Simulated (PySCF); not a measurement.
# What a mistake does to a calculation on C2H8NSi

Calculated results; nothing here was measured. They come from PySCF 2.14.0, an open-source quantum chemistry program, on an isolated molecule that a program drew, which may never have been made. The molecule is C2H8NSi (charge 0, doublet), drawn as the SMILES string `CC[SiH]N`.

Each row is a Hartree-Fock (HF) and frozen-core CCSD(T) single point in the cc-pV(D+d)Z basis, meant for a local HF minimum. Run 1 is clean. Each other run has one planted mistake out of seven kinds, and not every kind appears here: one electron removed, one electron added, multiplicity raised by two, geometry at a saddle point, minimal basis STO-3G, one bond length entered in bohr, all coordinates scaled. The reference is restricted for singlets and unrestricted otherwise, and also for a bond in bohr. Adding or removing an electron swaps singlet and doublet. Electrons count all cores. HOMO and LUMO are orbital energies over both spins, the gradient is its largest component, and the lowest frequency (negative if imaginary) is given only where the gradient is small. Bond lengths are over the 11 bonds as drawn. T1 is the CCSD diagnostic: over 0.02 (restricted) or 0.045 (unrestricted) a single reference is doubtful.

Geometry of the clean run:
```xyz
12
C2H8NSi, angstrom
C     0.3673    0.5026   -2.0644
C     0.4717    1.8961   -1.4265
Si    0.0793    1.9463    0.4240
N    -1.5433    1.3938    0.6869
H    -0.6317    0.0831   -1.9312
H     0.5780    0.5402   -3.1367
H     1.0783   -0.1932   -1.6119
H    -0.2023    2.5935   -1.9380
H     1.4790    2.3035   -1.5674
H     0.9644    1.0181    1.1823
H    -1.8050    1.1079    1.6128
H    -2.3011    1.9025    0.2686
```

```
run  electrons  basis functions  <S^2>  HOMO (eV)  LUMO (eV)  gradient (hartree/bohr)  lowest frequency (cm^-1)  mean bond (Å)  longest bond (Å)      T1  HF (hartree)  CCSD(T) (hartree)                          mistake
  1         41              105  0.755      -7.81       2.53                  2.7e-05                        92         1.2846             1.892  0.0125    -423.77720         -424.39771                         no fault
  2         41               32  0.752      -5.30       6.57                  2.0e-02                         -         1.2846             1.892  0.0121    -418.78702         -419.02654             minimal basis STO-3G
  3         40              105  0.000     -17.13      -5.75                  8.9e-02                         -         1.2846             1.892  0.0187    -423.52683         -424.15198             one electron removed
  4         41              105  1.466      -7.96       2.49                  2.1e-02                         -         1.3732             2.071  0.0507    -423.65577         -424.27203  one bond length entered in bohr
  5         42              105  0.000       0.60       9.08                  9.4e-02                         -         1.2846             1.892  0.0104    -423.71748         -424.36729               one electron added
  6         41              105  0.758      -8.29       1.80                  6.3e-02                         -         1.4092             2.076  0.0158    -423.69406         -424.33866                                ?
```

**Which mistake was planted in run 6, and what did it cost?**

The mean and the longest bond both change by the same factor, 1.097, and the gradient is no longer small. So the mistake is: all coordinates scaled. Subtracting run 1 and multiplying by 627.51 kcal/mol a hartree, the energy moved by 52.2 kcal/mol in HF and 37.1 kcal/mol in CCSD(T).

Cautions from the logs. Run 4: T1 is over the limit, so its CCSD(T) energy is less reliable; run 5: the HOMO is above zero, so the electron isn't bound and the energy depends on the basis.
